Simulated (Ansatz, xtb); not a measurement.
## Relative energy of two isomers of C5H3N3O

Structure I: `N#Cc1cnc(C=O)[nH]1`, a singlet. Structure II: `N#Cc1nc[nH]c1C=O`, a singlet. Both are isolated molecules in the gas phase, relaxed with B3LYP-D3(BJ)/def2-SVP; the shapes shown needn't be the lowest conformers.

I (Å):

```xyz
12

C    -0.9909   -2.2173    1.9324
C    -1.6696   -1.0716    1.4463
C    -2.9974   -0.6524    1.5948
C    -2.0199    0.8343    0.4023
C    -1.7074    2.0192   -0.4071
N    -0.4395   -3.1580    2.3333
N    -3.1902    0.5192    0.9463
N    -1.0703   -0.1028    0.6806
O    -0.6008    2.2165   -0.8607
H    -3.7867   -1.1645    2.1425
H    -2.5680    2.7093   -0.5630
H    -0.1065   -0.0591    0.3628
```

II (Å):

| atom | x (Å) | y (Å) | z (Å) |
| --- | --- | --- | --- |
| C | -0.7664 | -0.1500 | 2.8946 |
| C | -1.4187 | -0.5125 | 1.6780 |
| C | -2.3279 | -1.7287 | 0.1735 |
| C | -1.8083 | 0.3610 | 0.6579 |
| C | -1.7085 | 1.8052 | 0.4701 |
| N | -0.2368 | 0.1798 | 3.8730 |
| N | -1.7501 | -1.8016 | 1.3572 |
| N | -2.3852 | -0.4510 | -0.2861 |
| O | -2.1295 | 2.3567 | -0.5266 |
| H | -2.7204 | -2.5751 | -0.3895 |
| H | -2.7710 | -0.0993 | -1.1579 |
| H | -1.2206 | 2.3620 | 1.3034 |

Q: Estimate E(II) − E(I) at the level CCSD(T)/def2-SVP + ΔMP2/def2-TZVPP.

A: CCSD(T)/def2-SVP + ΔMP2/def2-TZVPP gives E(II) − E(I) = −1.08 kcal/mol, slightly favouring structure II, which is too small a margin to settle the true order.

The same difference at several levels:

| level | geometry | E(II) − E(I) (kcal/mol) | departure from the last row (kcal/mol) | job, with rough time for the two |
| --- | --- | --- | --- | --- |
| GFN2-xTB | GFN2-xTB | −0.41 | +0.67 | optimisation, 0.14 s |
| HF/STO-3G | GFN2-xTB | −1.29 | −0.21 | single point, 0.64 s |
| r2SCAN-D4/def2-SVP | GFN2-xTB | −0.22 | +0.87 | single point, 7.2 s |
| B3LYP-D3(BJ)/def2-SVP | B3LYP-D3(BJ)/def2-SVP | −0.54 | +0.54 | optimisation, 61 s |
| HF/def2-SVP | B3LYP-D3(BJ)/def2-SVP | −1.46 | −0.37 | part of the CCSD(T) run |
| MP2/def2-SVP | B3LYP-D3(BJ)/def2-SVP | −0.91 | +0.17 | part of the CCSD(T) run |
| CCSD(T)/def2-SVP | B3LYP-D3(BJ)/def2-SVP | −1.17 | −0.08 | single point |
| CCSD(T)/def2-SVP + ΔMP2/def2-TZVPP | B3LYP-D3(BJ)/def2-SVP | −1.08 |  | single point, 3 min |

As drawn, both hold the same kinds of bond in the same numbers.

GFN2-xTB, r2SCAN-D4/def2-SVP find them nearly level. The largest departure from CCSD(T)/def2-SVP + ΔMP2/def2-TZVPP is that of r2SCAN-D4/def2-SVP, 0.87 kcal/mol. The last row adds to CCSD(T) the change of the MP2 difference between the two basis sets, here +0.08 kcal/mol.

With thermal terms from frequencies at re-optimised GFN2-xTB minima (ideal gas, soft modes damped towards free rotors, one conformer each, 298.15 K, 1 atm): on the last row, ΔE + ΔZPE = −1.02, ΔH = −1.02, ΔG = −1.03 kcal/mol.

The correlated steps freeze 9 core orbitals. Codes used: Ansatz 0.2.0, xtb 6.7.1; the last row on 2 threads of Arm Neoverse V2 on a shared host.
